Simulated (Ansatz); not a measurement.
Job for Ansatz (an electronic-structure program): R-CCSD(T)/aug-cc-pVDZ on H2Se (SMILES [SeH2]). The run froze 14 orbitals, filled d shells among them.

Ansatz 0.2 input:
```yaml
crystal:
  periodic: [false, false, false]
  atoms:
    - {symbol: Se, position_ang: [-0.03496880, -0.52307872, 3.34766946]}
    - {symbol: H, position_ang: [-1.47877791, -0.59164649, 3.08545413]}
    - {symbol: H, position_ang: [-0.26552134, -0.01423495, 4.70950070]}
basis:
  gaussian:
    orbitals: aug-cc-pVDZ
magnetization: {spin_polarized: false}
correlation: {method: ccsd_t, electrons: outside_noble_gas}
scf: {lower_state_search: off}
```

Program output:

```
Functional definition: HF
[...]
these checks for a lower state are left out or cut short: stability, starts, cluster_reference, orbital_swaps, neighbouring_geometries, increment
integrals: 0.02 GiB planned
575 factors; integrals over basis functions are off by at most 1.2e-3 eV
mean field: 0.10 GiB planned
mean field evaluation 1: about -65333.3624 eV, gradient 9.4e0 eV
mean field evaluation 2: about -65333.3706 eV, gradient 9.5e0 eV
mean field evaluation 4: about -65333.8382 eV, gradient 1.1e0 eV
mean field evaluation 8: about -65333.8470 eV, gradient 4.8e-4 eV
mean field -65333.84695297 eV, -2400.9745906498 hartree, gradient 1.8e-6 eV, S^2 0.000000; 0 other end points of the search recorded, 0 dependent functions left out
14 core orbitals not correlated
reference -65333.84695297 eV, -2400.9745906498 hartree; 4, 4 occupied and 36, 36 virtual orbitals, 575 factors
second order -3.71110599 eV of doubles, -0.00000000 eV of singles
coupled cluster: 0.08 GiB planned
cycle   1  -4.15943127 eV  change   -4.5e-1 eV  update   5.0e-2
cycle   2  -4.30731223 eV  change   -1.5e-1 eV  update   1.7e-2
cycle   3  -4.31650411 eV  change   -9.2e-3 eV  update   4.0e-3
cycle   4  -4.31608409 eV  change    4.2e-4 eV  update   1.2e-3
cycle   5  -4.31579662 eV  change    2.9e-4 eV  update   3.4e-4
cycle   6  -4.31576894 eV  change    2.8e-5 eV  update   9.8e-5
cycle   7  -4.31578135 eV  change   -1.2e-5 eV  update   2.9e-5
cycle   8  -4.31578080 eV  change    5.5e-7 eV  update   7.6e-6
perturbative correction -0.11657311 eV, -0.0042839828 hartree
Total energy: -65338.27930688 eV, -2401.1374766516 hartree
Checks for a lower state left out: stability, starts, cluster_reference, orbital_swaps, neighbouring_geometries, increment
```

The calculation finished and met its thresholds.

Cost: very roughly 1.4 core-seconds.
